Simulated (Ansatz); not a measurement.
Cl3FH2MoO2 (`[OH][Mo]([OH])([F])([Cl])([Cl])[Cl]`). Charge 0, multiplicity 1. Mo takes the def2 core potential.

```xyz
9

O     1.1494    0.9828    0.9715
Mo    0.0130   -0.2011    0.1270
O     0.2118    0.5370   -1.5509
F    -1.2517    1.0643    0.6879
Cl   -1.7448   -1.3029   -0.9720
Cl    1.7218   -1.6422   -0.2242
Cl   -0.6177   -1.4784    1.9074
H     0.8166    1.7977    1.3691
H    -0.2983    0.2429   -2.3158
```

Question: List the harmonic frequencies (cm⁻¹, unscaled) at PBE0-D4/def2-TZVP in Ansatz. (Best estimate.)

Answer: The calculation gave: 88, 97, 102, 176, 189, 202, 240, 262, 325, 338, 370, 402, 485, 489, 608, 653, 686, 745, 784, 3813, 3819.

Question: Is this a minimum?

Answer: Yes, all 21 modes are real.

Question: Give the ideal-gas thermochemistry at 298.15 K and 1 bar (rigid rotor, harmonic oscillator; point group C1, symmetry number 1).

Answer: Zero-point energy 89.0 kJ/mol; H(298) − E = 118.3 kJ/mol; entropy 422.0 J/(mol·K), of which translation 178.0, rotation 125.5, vibration 118.5; G(298) − E = -7.5 kJ/mol. Modes under 100 cm⁻¹ are hindered rotations or soft bends, so the harmonic entropy is rough.

Question: And at 400, 500, 600, 800 and 1000 K?

Answer: 
```csv
T (K),H − E (kJ/mol),S (J/mol/K),G − E (kJ/mol)
400,134.4,468.4,-53.0
500,151.3,506.1,-101.7
600,168.9,538.2,-154.0
800,205.2,590.4,-267.1
1000,242.5,631.9,-389.4
```

Question: Rotational constants (cm⁻¹)?

Answer: 0.03792, 0.03427, 0.03313.
